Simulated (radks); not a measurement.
Successive ionisation energies (eV) of one element, from differences of total energies of ions in their ground configurations, starting at charge 22: 999.22, 1183.9, 1240.1, 1295.6, 1369.8, 1428.6, 1486.8, 1624.7, 1688.2, 4049.3, 4213.2, 4374.9, 4597.7, 4770.5, 4940.7, 5263.9, 5430.2, 22668, 23385. All-electron calculation, scalar-relativistic Kohn-Sham, PBEsol, spin-polarised, spherical densities, finite nucleus; open shells are filled with parallel spins first (spin-orbit coupling, left out, can overturn this in heavy ions); Fermi nuclear charge, rms radius 4.324 fm. Program: a radial shooting solver on a logarithmic mesh with Libxc functionals. Which element is it?

Answer. Niobium (Z = 41). The first species listed is Nb22+ in [Ar] 3d1, the last Nb40+ in 1s1.
